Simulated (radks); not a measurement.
Polarisability of the copper ion Cu4+, [Ar] 3d7, at imaginary frequency. All-electron calculation, scalar-relativistic Kohn-Sham, LDA (Slater exchange, VWN5 correlation), spin-unpolarised, spherical densities, finite nucleus; Fermi nuclear charge, rms radius 3.8823 fm. Program: a radial shooting solver on a logarithmic mesh with Libxc functionals. Response by self-consistent Sternheimer equations with the Hartree and adiabatic LDA kernel, the relativistic mass of each level held fixed and spin-orbit coupling left out.

w (hartree),alpha1(iw) (bohr^3)
0.00266,1.038
0.0143,1.038
0.0360,1.037
0.0697,1.037
0.118,1.034
0.186,1.028
0.280,1.017
0.413,0.9945
0.605,0.9523
0.892,0.8782
1.35,0.7600
2.12,0.5914
3.59,0.3820
6.94,0.1763
17.5,0.04343

Static values: alpha1 = 1.038 bohr^3 (0.1538 angstrom^3; uncoupled 1.272). C6 = 2.097, triple-dipole C9 = 1.504 atomic units. One-pole (London) frequency 4 C6 / (3 alpha1^2) = 2.595 hartree, against 2.619 for minus the highest occupied eigenvalue.
